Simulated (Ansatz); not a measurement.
`O[SiH2]N[SiH2]Cl` + `C[SiH](C)[GeH3]` → `C[SiH2]N[SiH2]O` + `C[SiH](Cl)[GeH3]`  (redistribution)

Isolated molecules relaxed with PBE0-D4/def2-TZVP in Ansatz; ΔE leaves out vibrations. CCSD(T)/CBS adds triple-zeta CCSD(T) − MP2 to the extrapolated MP2 energy (def2 sets, frozen cores). DFT in def2-TZVPP. For Ge outer-core shells are correlated without core-valence functions, which leaves a few kJ/mol of doubt a bond. Scalar relativity is left out up to krypton. One conformer a species, not always the lowest.

| species | PBE-D4 energy (Eh) |
| --- | --- |
| `O[SiH2]N[SiH2]Cl` | -1172.38535 |
| `C[SiH](C)[GeH3]` | -2448.19815 |
| `C[SiH2]N[SiH2]O` | -752.18035 |
| `C[SiH](Cl)[GeH3]` | -2868.40045 |

(1) Work out ΔE.

Largest T1 diagnostic among the species: 0.011.

Answers

(1) ΔE = (-752.18035) + (-2868.40045) − (-1172.38535) − (-2448.19815) = 0.00270 Eh = +0.07 eV. CCSD(T)/CBS gives +0.08 eV.
